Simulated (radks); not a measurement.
The numbers below are computed, except where a source is named.
Q: Coherent X-ray form factor from a spherical all-electron density. Level of theory: scalar-relativistic Kohn-Sham, LDA (Slater exchange, VWN5 correlation), spin-polarised, spherical densities, finite nucleus; Fermi nuclear charge, rms radius of each element as measured or else 0.836 A^(1/3) + 0.57 fm (a radial shooting solver on a logarithmic mesh with Libxc functionals).

sin(theta)/lambda (1/angstrom)  f0 (electrons)
0.05                                    40.936
0.1                                     40.744
0.15                                    40.429
0.2                                     39.994
0.25                                    39.447
0.3                                     38.795
0.4                                     37.221
0.5                                     35.362
0.6                                     33.315
0.8                                     29.041
1                                       25.038
1.25                                    20.943
1.5                                     17.935
2                                       13.998

The species is in the configuration that NIST lists as its ground one. Which atom or ion scatters so?

A: The tungsten ion W33+, [Kr] 4d5. Extrapolating in s^2 from the first two rows gives f0(0) = 41.0, near the electron count 41; among species with that count, the fall with angle is slower the higher Z, and the table is that of Z = 74; from so few rows the species is fixed only to a neighbour or two.
